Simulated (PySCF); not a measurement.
## Working out the ionisation energy of Hg

Hg [Xe] 4f14 5d10 6s2 (1S) → Hg⁺ [Xe] 4f14 5d10 6s1 (2S). Calculation: PySCF 2.14, in aug-cc-pVTZ-PP with ECP60MDF (6s6p5d3f2g, 88 functions); a scalar-relativistic core potential. Frozen: 5s2 5p6. Energies in hartree (1 hartree = 27.21139 eV):

```json
{"part": "UHF", "Hg (lower)": "-152.540747", "Hg⁺ (upper)": "-152.228237"}
{"part": "CCSD correlation", "Hg (lower)": "-0.419192", "Hg⁺ (upper)": "-0.360007"}
{"part": "(T)", "Hg (lower)": "-0.019222", "Hg⁺ (upper)": "-0.013667"}
```

**Question.** What does Hartree-Fock give?

**Answer.** (-152.228237) − (-152.540747) = 0.312510 hartree = 8.504 eV.

**Question.** What do CCSD and CCSD(T) give?

**Answer.** The CCSD correlation energies differ by 0.059185 hartree = 1.611 eV and the triples by 0.005555 hartree = 0.151 eV, so CCSD gives 10.115 eV and CCSD(T) 10.266 eV.

Measured between the centres of the two terms (NIST): 10.438 eV, so CCSD(T) (valence) is off by -0.172 eV.

What remains against the reference includes basis incompleteness, the frozen core and higher excitations.
